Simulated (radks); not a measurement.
These are the eigenvalues of the occupied orbitals of an atom or ion with whole-number occupations (eV). Calculated with a radial shooting solver on a logarithmic mesh with Libxc functionals: Dirac Kohn-Sham, PBE, spin-unpolarised, spherical densities, point nucleus.

1s1/2: -4479.997
2s1/2: -555.3688
2p1/2: -472.7324
2p3/2: -468.0668
3s1/2: -125.8830
3p1/2: -103.6318
3p3/2: -102.9986

Which element is it, and in what charge state? The configuration may be excited. Open shells, if any, are shared by 2j + 1.

Answer. Z = 21, scandium, charge +5: Sc5+ in [Ne] 3s2 3p4. The list shows which subshells hold electrons but not how many an open one holds; the 1s level, -164.64 hartree, gives Z - s = 18.1 by -(Z - s)^2/2, which with screening and relativity narrows Z to a few neighbours, and the depths of the outer levels then fix element, charge and occupations together.
